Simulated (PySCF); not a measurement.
**3-bromofuran, C₄H₃BrO**

Geometry:
| atom | x (Å) | y (Å) | z (Å) |
| --- | --- | --- | --- |
| Br1 | 1.940 | 0.111 | 1.990 |
| C2 | 0.675 | -0.037 | 0.630 |
| C3 | -0.397 | 0.864 | 0.367 |
| C4 | -1.037 | 0.348 | -0.707 |
| O5 | -0.443 | -0.795 | -1.117 |
| C6 | 0.603 | -1.024 | -0.295 |
| H7 | -0.641 | 1.763 | 0.907 |
| H8 | -1.897 | 0.664 | -1.273 |
| H9 | 1.195 | -1.903 | -0.483 |

Level of theory: TDDFT CAM-B3LYP/def2-TZVPD excited states, vertical, gas phase (PySCF). Geometry: PBE0-D3(BJ)/def2-TZVP.

The calculation is non-relativistic, which matters for the atoms heavier than Zn.

Q: Give the one- and two-photon strengths of the lowest singlets.

A: δ for parallel linear polarisation; σ at the peak of a Lorentzian of half width 0.1 eV, single beam; Ω is circular over linear.
```csv
state,E (eV),f,photon λ (nm),δ (au),σ (GM),Ω,main
S1,5.62,0.000,441,12.3,0.14,1.50,"HOMO→LUMO 0.61, HOMO→LUMO+5 0.11"
S2,6.03,0.088,411,20.3,0.27,1.44,HOMO→LUMO+1 0.96
S3,6.35,0.009,390,53.9,0.80,1.50,HOMO→LUMO+2 0.79
S4,6.71,0.017,369,87.3,1.44,1.42,"HOMO−1→LUMO+1 0.55, HOMO→LUMO+4 0.21"
S5,6.78,0.001,366,28.2,0.47,1.50,"HOMO−1→LUMO 0.23, HOMO→LUMO+5 0.18"
S6,6.83,0.001,363,3.43,0.06,1.48,"HOMO−2→LUMO 0.67, HOMO−2→LUMO+5 0.13"
```

Among these, the strongest one-photon state is S2, the strongest two-photon state S4, with a dipole change of 0.6 D (relaxed, norm of the difference vector).
